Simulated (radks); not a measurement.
Pr XXXVI, 24 electrons, occupied as [Ar] 3d6 (the NIST ground configuration). Method: scalar-relativistic Kohn-Sham, PBEsol, spin-polarised, spherical densities, finite nucleus; open shells are filled with parallel spins first (spin-orbit coupling, left out, can overturn this in heavy ions); Fermi nuclear charge, rms radius 4.8919 fm; computed with a radial shooting solver on a logarithmic mesh with Libxc functionals.

Local quantities along the radius. ELF = 1/(1 + alpha^2) is the electron localisation function; alpha = (tau - tau_W)/tau_unif compares the Pauli kinetic energy density with that of the uniform gas (summed over spins); r v_xc is r times the local exchange-correlation potential of spin up (hartree bohr). tau is taken from the large components.

r (bohr),ELF,alpha,r v_xc
0.001179,0.999,0.02384,-0.09787
0.001319,0.999,0.02406,-0.1042
0.001463,0.999,0.02436,-0.1108
0.001637,0.999,0.02479,-0.1188
0.001831,0.999,0.02536,-0.1277
0.002031,0.999,0.02603,-0.1369
0.002272,0.999,0.02692,-0.1477
0.002541,0.999,0.02801,-0.1596
0.002842,0.999,0.02935,-0.1725
0.003154,0.999,0.03086,-0.1856
0.003528,0.999,0.03283,-0.2008
0.003946,0.999,0.03522,-0.2171
0.004378,0.999,0.03793,-0.2333
0.004897,0.998,0.04149,-0.2518
0.005477,0.998,0.04591,-0.2715
0.006078,0.997,0.05100,-0.2905
0.006798,0.997,0.05787,-0.3119
0.007604,0.996,0.06665,-0.3339
0.008437,0.994,0.07711,-0.3548
0.009437,0.992,0.09174,-0.3774
0.01056,0.988,0.1112,-0.3998
0.01171,0.982,0.1354,-0.4201
0.0131,0.972,0.1708,-0.4410
0.01465,0.954,0.2199,-0.4603
0.01626,0.926,0.2832,-0.4765
0.01819,0.875,0.3779,-0.4916
0.02034,0.794,0.5096,-0.5043
0.02257,0.689,0.6726,-0.5140
0.02525,0.557,0.8916,-0.5228
0.02824,0.438,1.134,-0.5313
0.03158,0.357,1.342,-0.5421
0.03505,0.326,1.439,-0.5581
0.0392,0.340,1.393,-0.5866
0.04384,0.402,1.220,-0.6285
0.04865,0.493,1.014,-0.6766
0.05441,0.603,0.8112,-0.7319
0.06086,0.695,0.6619,-0.7848
0.06753,0.750,0.5770,-0.8276
0.07554,0.773,0.5419,-0.8636
0.08449,0.755,0.5690,-0.8869
0.09375,0.694,0.6646,-0.8966
0.1049,0.570,0.8692,-0.8966
0.1173,0.417,1.183,-0.8928
0.1301,0.315,1.476,-0.8976
0.1456,0.290,1.565,-0.9286
0.1628,0.361,1.332,-0.9932
0.1807,0.496,1.009,-1.064
0.2021,0.649,0.7351,-1.131
0.226,0.752,0.5744,-1.176
0.2508,0.798,0.5024,-1.187
0.2805,0.810,0.4843,-1.159
0.3138,0.787,0.5196,-1.088
0.3509,0.723,0.6188,-0.9721
0.3894,0.610,0.7993,-0.8300
0.4356,0.423,1.169,-0.6643
0.4872,0.214,1.916,-0.5440
0.5406,0.080,3.383,-0.4929
0.6046,0.019,7.096,-0.4317
0.6763,0.003,17.22,-0.3240
0.7504,0.000,45.23,-0.2159
0.8394,0.000,151.4,-0.1239

On this mesh the ELF has minima near r = 0.035, 0.15 bohr, which separate the shells, and maxima near 0.076 (0.77), 0.28 (0.81).

Self-consistent cycle (total energy in hartree, residual of the potential): 1: -8349.309383, 8e+01; 2: -8376.546376, 5e+01; 3: -8397.586093, 8e-01; 4: -8397.661260, 5e-01; 5: -8397.646934, 2e-02; 6: -8397.646715, 2e-04; 7: -8397.646725, 1e-04; 8: -8397.646726, 6e-05; 9: -8397.646727, 3e-05; 10: -8397.646727, 2e-05; 11: -8397.646727, 7e-06; 12: -8397.646727, 2e-08; 13: -8397.646727, 1e-08.
